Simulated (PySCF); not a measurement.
Gas-phase reaction: SnF2 + H2 = SnH2F2. Level: ωB97M-V/def2-TZVP†; standard pressure 1 bar.

Computed with PySCF and rigid-rotor harmonic-oscillator thermochemistry at 1 bar. † marks an energy on the PBE0/def2-TZVP geometry and frequencies. All species are closed-shell singlets. Sn: scalar-relativistic def2 core potential, no spin-orbit coupling. SnH2F2: computed as isolated molecules; such fragments, hydroxides, amides, oligomers or adducts are transient or little studied in the gas. The harmonic model lacks anharmonicity and excited electronic states, which grow with temperature; levels with a mode under 35 cm⁻¹ are left out.

| T (K) | 1000/T (1/K) | log10 K |
|---|---|---|
| 800 | 1.2500 | -9.09 |
| 1000 | 1.0000 | ? |
| 1200 | 0.8333 | -8.14 |
| 1400 | 0.7143 | -7.85 |
| 1600 | 0.6250 | -7.62 |
| 1800 | 0.5556 | -7.43 |

**Question.** Fit log10 K = a + b·(1000/T) to the five rows, get the mean ΔH° and ΔS°, and predict log10 K at 1000 K.

**Answer.** Means: 1000/T = 0.7956, log10 K = -8.026. Sums of products about the means: Sxy = -0.71439, Sxx = 0.301215, so b = Sxy/Sxx = -2.37 and a = -8.026 − (-2.37)×0.7956 = -6.14.
ΔH° = −R ln 10 × 1000 K × b = −19.145 × (-2.37) = 45 kJ; ΔS° = R ln 10 × a = -118 J/K. The run's own values go from 42 kJ and -122 J/K at 800 K to 54 kJ and -112 J/K at 1800 K.
Prediction at 1000 K: -6.14 + (-2.37)×1.0000 = -8.51. The computed value is -8.53, 0.02 from the line.
For scale, ΔH°(298 K) is 42 kJ at this level, 32 kJ at ωB97X-V/def2-TZVP†, and runs from 21 to 191 kJ over the 18 levels computed.
